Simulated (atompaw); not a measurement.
**Kr (Z = 36): one change to a PAW (atompaw) potential, before and after**

- Element: krypton (Kr)
- Generator: atompaw 4.2.0.5
- Type: PAW
- Functional: PBE
- Relativity: scalar-relativistic
- Frozen core: [Ar]
- Valence charge: 18
- Reference configuration: 3d10 4s2 4p6
- Partial waves: 4s (bound): rc 1.20 bohr; 4s channel at -1.35 Ry: rc 1.20 bohr; 4p (bound): rc 1.20 bohr; 4p channel at 0.35 Ry: rc 1.20 bohr; 3d (bound): rc 0.95 bohr; 3d channel at -5.55 Ry: rc 0.95 bohr
- Local potential: troulliermartins scheme with l = 3 at 0.5 Ry, radius 0.90 bohr
- Core correction: smooth core density matched at 0.70 bohr
- Augmentation charge: sinc compensation charge, radius 1.10 bohr; PAW radius 1.20 bohr; waves and projectors: custom rrkj gramschmidtortho

Change: all radii scaled by about 1.18 (s 1.42, p 1.42, d 1.12 bohr); local potential troulliermartins scheme with l = 3 at 0.5 Ry, radius 1.06 bohr; augmentation sinc compensation charge, radius 1.30 bohr; PAW radius 1.42 bohr; waves and projectors: custom rrkj gramschmidtortho; core correction smooth core density matched at 0.82 bohr.

Cutoffs: the cutoffs (Ry, on a coarse ladder) from which the occupation-weighted sum of valence levels, in a spherical-Bessel basis at the reference potential, stays within 10 and 1 mRy of its value at 400 Ry; they do not see the model core or the augmentation charge, which bear on the density cutoff.

Q: What does the change do?

A: The potential gets softer (180 Ry and 300 Ry → 120 Ry and 200 Ry); the bound ghosts move from p, s to s. A larger radius leaves more room for a smooth pseudo-wave, so fewer plane waves are needed.

| quantity | base | changed |
| --- | --- | --- |
| cutoff, loose | 180 Ry | 120 Ry |
| cutoff, tight | 300 Ry | 200 Ry |
| loose cutoff by channel (10 mRy a level) | s 25 Ry, p 35 Ry, d 110 Ry | s 12 Ry, p 10 Ry, d 80 Ry |
| bound ghosts | s, p | s |
| lowest overlap eigenvalue by channel | s 0.57, p 0.69, d 1.00 | s 0.28, p 0.51, d 1.00 |

 A true bound ghost makes a file unfit for plane-wave use even where its test errors are small: the radial tests pick states by their node count and pass the ghost by. The cutoffs see the waves, projectors and local potential, not the compensation charge or the core.
